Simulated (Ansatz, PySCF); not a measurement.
Gas-phase reaction (SMILES): C=C[Si](F)(C=C)C=C [tris(ethenyl)-fluorosilane] + [H][H] (H2) -> C=C[SiH](C=C)C=C + F (HF); hydrogen cleaves one Si-F bond, a model of a ligand-exchange step.

Each molecule is optimised on its own at B3LYP-D3(BJ)/def2-TZVP (Ansatz, a program for electronic structure), one conformer each, not searched for the lowest. Cores are frozen in the correlated levels unless marked. Spin-orbit coupling is left out. Non-relativistic. CBS marks a two-point X^-3 extrapolation of the correlation energy; Hartree-Fock from the larger set. [CCSD(T)-MP2]/basis is that difference in the basis named. Thermal terms are rigid-rotor harmonic-oscillator values from B3LYP-D3(BJ) frequencies (Ansatz or PySCF) at 298.15 K and 1 atm. 1 Eh = 627.5095 kcal/mol.

```csv
species,"E, RI-MP2/CBS(aug-cc-pV(T+d)Z,aug-cc-pV(Q+d)Z)+[CCSD(T)-MP2]/aug-cc-pV(T+d)Z (Ansatz) (Eh)","E, wB97X-V/def2-TZVPD (Ansatz) (Eh)",H - E (Eh)
C=C[Si](F)(C=C)C=C,-622.62441,-623.39848,0.14271
[H][H] (H2),-1.17524,-1.17238,0.01336
C=C[SiH](C=C)C=C,-523.35627,-524.06612,0.14707
F (HF),-100.39388,-100.45520,0.01259
```

Q: Work out ΔE and ΔH at 298.15 K at the first level, then ΔH at the second.

A: 
1. ΔE = [(-523.35627) + (-100.39388)] - [(-622.62441) + (-1.17524)] = 0.04950 Eh = 31.1 kcal/mol at RI-MP2/CBS(aug-cc-pV(T+d)Z,aug-cc-pV(Q+d)Z)+[CCSD(T)-MP2]/aug-cc-pV(T+d)Z.
2. The terms H - E add up to 0.00359 Eh, so ΔH = (0.04950 + (0.00359))×627.5095 = 33.3 kcal/mol.
3. At wB97X-V/def2-TZVPD the same steps give ΔE = 31.1 and ΔH = 33.3 kcal/mol, a shift of +0.0 from the first level.
4. These values are not checked against measurement here, since the tables used lack a sound gas-phase enthalpy of formation for at least one species.
